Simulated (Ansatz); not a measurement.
Gas-phase electronic energies from Ansatz, PBE0-D4/def2-TZVP geometries. CCSD(T)/CBS adds triple-zeta CCSD(T) − MP2 to the extrapolated MP2 energy (def2 sets, frozen cores). DFT in def2-TZVPP. For Br, Ge outer-core shells are correlated without core-valence functions, which leaves a few kJ/mol of doubt a bond. Scalar relativity is left out up to krypton. Each species was taken in one conformer, which may not be the lowest.

Reaction (ligand exchange at a Ge–Br bond): `[GeH3][Br]` + `NB(O)Cl` → `NB(Cl)[O][GeH3]` + HBr

```csv
species,PBE0 energy (Eh)
`[GeH3][Br]`,-4652.43099
`NB(O)Cl`,-616.73438
`NB(Cl)[O][GeH3]`,-2694.67845
HBr,-2574.45886
```

(1) Work out ΔE.

Largest T1 diagnostic among the species: 0.012.

## Answers

(1) ΔE = (-2694.67845) + (-2574.45886) − (-4652.43099) − (-616.73438) = 0.02806 Eh = +73.7 kJ/mol. CCSD(T)/CBS gives +60.6 kJ/mol.

At CCSD(T), def2-SVP lies −6.0 kJ/mol from the extrapolated value and def2-TZVPP −4.2 kJ/mol. The D4 term adds −5.3 kJ/mol with B3LYP and −3.2 kJ/mol with PBE0; it sums over pairs of atoms, weighted by their polarisabilities, and B3LYP, whose exchange is more repulsive, gets the larger term.

B3LYP here is the variant with VWN-RPA as its local correlation; programs differ in this.
